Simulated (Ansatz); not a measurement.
# Strength of the C–Si bond: C2H8OSi2 → C2H5OSi + SiH3

Species: C2H8OSi2 `O[SiH2]/C=C/[SiH3]`, singlet; C2H5OSi `[H]/[C]=C/[SiH2]O`, doublet; SiH3 (silyl radical) `[SiH3]`, doublet. 

Shapes, held fixed at every level: PBE0-D4/def2-TZVP. Flexible molecules stand in one conformer, not always the lowest. Programs: Ansatz 0.2.0. The zero-point and thermal change to 298 K, harmonic and unscaled (PBE0-D4/def2-TZVP), is -16.5 kJ/mol.

Task: Estimate ΔH(298 K) of this reaction.

Result: B2PLYP/def2-TZVPP gives ΔH(298 K) = +376.6 kJ/mol; the levels span +276.7 to +425.0. The median of the levels is +376.5. Hartree–Fock misses the correlation of the pair that is broken and comes out low. No measured value is set beside it here. Spin contamination: C2H5OSi (⟨S²⟩ up to 0.92). Open shells run unrestricted unless RO is named. Times are processor times on shared x86 and Arm servers, and rough.

```csv
level,kind,ΔH(298 K) (kJ/mol),CPU time (sum over the molecules)
HF/def2-TZVPP,Hartree–Fock,+276.7,–
SPW92/def2-TZVPP,LDA,+425.0,14 s
B3LYP-D4/def2-TZVPP,global hybrid,+375.8,37 s
BHLYP-D4/def2-TZVPP,global hybrid,+376.5,29 s
r2SCAN0-D4/def2-TZVPP,global hybrid,+362.4,43 s
wB97X-V/def2-TZVPP,range-separated hybrid,+395.1,64 s
B2PLYP/def2-TZVPP,double hybrid,+376.6,58 s
```
